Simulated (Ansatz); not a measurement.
Breaking the Ge1–Cl2 bond in ClGeH3 (SMILES [Cl][GeH3]) (multiplicity 1 held, fragments rigid). Energies count from the point at 2.175 Å.
Geometry at that point (charge 0, multiplicity 1):
```xyz
5

Ge    -0.68437     0.03164     0.00356
Cl     1.48817    -0.06879    -0.00774
H     -1.06959     1.46669    -0.37373
H     -1.14315    -0.32667     1.42175
H     -1.18623    -0.98290    -1.03035
```

Signs of static correlation in def2-SVP, with CASSCF(6,4), from Ansatz (a first-principles code) runs.

```tsv
R (Å)	T1 of restricted CCSD	⟨S²⟩ of UHF	largest double amplitude of restricted CCSD	weight of the CASSCF reference in MRCISD	CASSCF natural occupations
1.740	0.007	0.000	0.026	0.910	2.00 2.00 1.99 0.01
1.957	0.008	0.000	0.026	0.909	2.00 2.00 1.99 0.01
2.175	0.009	0.000	0.038	0.909	2.00 2.00 1.98 0.02
2.392	0.011	0.000	0.065	0.909	2.00 2.00 1.97 0.03
2.610	0.014	0.000	0.094	0.908	2.00 2.00 1.96 0.05
2.936	0.021	0.074	0.144	0.908	2.00 2.00 1.91 0.09
3.262	0.034	0.651	0.208	0.908	2.00 2.00 1.82 0.18
3.806	?	0.936	0.381	0.908	2.00 2.00 1.54 0.46
4.350	?	0.995	0.640	0.908	2.00 2.00 1.27 0.73
5.002	0.150	1.008	0.924	0.908	2.00 2.00 1.10 0.90
5.872	0.167	1.010	1.100	0.909	2.00 2.00 1.02 0.98
6.960	0.164	1.010	1.129	0.909	2.00 2.00 1.00 1.00
```

Question: Some entries are withheld; supply them.

Answer: 
- 3.806, T1 of restricted CCSD: 0.070
- 4.350, T1 of restricted CCSD: 0.114

Doubts at one or more of the structures used: active orbitals that take no part (SC-NEVPT2 on CASSCF(6,4)/def2-SVP); a restricted determinant that unrestricted orbitals would lower (R-CCSD(T)/def2-SVP); other coupled-cluster roots lie near (R-CCSD(T)/def2-SVP); T1 above 0.05 (R-CCSD(T)/def2-SVP, U-CCSD(T)/def2-SVP); a spin-contaminated determinant (U-CCSD(T)/def2-SVP).
